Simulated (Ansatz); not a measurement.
TlCl, SMILES [Cl][Tl].

Geometry: B3LYP-D3(BJ)/def2-TZVP. The def2 effective core potentials stand for the cores of Tl; spin–orbit coupling is left out.

Two levels are set side by side: PBE/def2-TZVPD (Ansatz, an electronic-structure program) and ωB97X-V/def2-TZVPD (Ansatz). Energy differences of separate SCF runs at the same geometry; the states with an electron removed or added have multiplicity 2 and 2. Differences are taken from unrounded values.

```json
[
 {"quantity": "vertical ionisation energy (eV)", "PBE": "9.74"},
 {"quantity": "vertical singlet–triplet gap (eV)", "PBE": "4.13"}
]
```

### Question
These are the PBE values. What does ωB97X-V give? (The exact figures need the calculation; the answer reports its results.)

### Answer

| quantity | ωB97X-V | PBE minus ωB97X-V |
|---|---|---|
| vertical ionisation energy (eV) | 9.76 | -0.02 |
| vertical singlet–triplet gap (eV) | 4.21 | -0.08 |

Here PBE gives about what the other level gives.
